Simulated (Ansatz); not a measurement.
Cartesian coordinates in Å:
```
P 0.3195 -0.7301 0.8804
In -0.4282 0.9817 -1.1809
H 1.4947 -0.4706 1.6172
H 0.5732 -2.0893 0.5992
H -0.5472 -0.9262 1.9766
H -0.5690 2.3857 -0.1782
H -1.8567 0.1000 -1.6040
H 1.0137 0.7487 -2.1102
```

Charge 0, multiplicity 1. In: def2 effective core potential.

Task: List the PBE/def2-TZVPP orbital energies in eV (the Gaussian-basis code of Ansatz). (An estimate is asked.)

Result: Ansatz gave: Occupied: -2077.40, -172.75, -124.21, -124.21, -124.10, -121.08, -78.80, -78.54, -78.54, -18.10, -17.86, -17.86, -17.79, -17.79, -17.12, -10.66, -10.66, -10.46, -7.60, -6.43, -6.43. Lowest empty: -1.19, -1.05, -1.05, 0.18, 0.31, 0.93, 0.93, 1.96.
